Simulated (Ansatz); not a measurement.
Ansatz (a first-principles code) job for HSn, SMILES [SnH] (connectivity only; charge and spin as stated), neutral, multiplicity 2, PBE/def2-TZVPD. Coordinates come from a B3LYP-D3(BJ)/def2-TZVPD optimisation. The def2 effective core potentials stand for the cores of Sn; spin–orbit coupling is left out.

Ansatz 0.2 input:
```yaml
crystal:
  periodic: [false, false, false]
  atoms:
    - {symbol: Sn, position_ang: [0.00000000, 0.00000000, -0.03502357]}
    - {symbol: H, position_ang: [0.00000000, 0.00000000, 1.75117855]}
basis:
  gaussian:
    orbitals: def2-TZVPD
hamiltonian:
  xc: {name: PBE}
magnetization: {spin_polarized: true, initial_magnetization: 1}
```

It prints:

```
WARN ansatz: RAYON_NUM_THREADS=1 ignored (pool sized by the plan → 1); use --threads N
Functional definition: PBE
integrals: 0.01 GiB planned
455 factors; their error is unknown
mean field: 0.15 GiB planned
mean field evaluation 1: about -5845.5540 eV, gradient 9.3e0 eV
mean field evaluation 2: about -5845.3139 eV, gradient 1.1e1 eV
mean field evaluation 4: about -5846.2716 eV, gradient 3.1e-1 eV
mean field evaluation 8: about -5846.2665 eV, gradient 2.0e-3 eV
mean field evaluation 16: about -5842.3932 eV, gradient 8.3e0 eV
mean field -5846.26647152 eV, -214.8463300868 hartree, gradient 4.7e-5 eV, S^2 0.752452; 1 other end points of the search recorded, 0 dependent functions left out
reference -5846.26650607 eV, -214.8463313563 hartree; 12, 11 occupied and 53, 54 virtual orbitals, 455 factors
Total energy: -5846.26650607 eV, -214.8463313563 hartree
```

Self-consistency was reached.
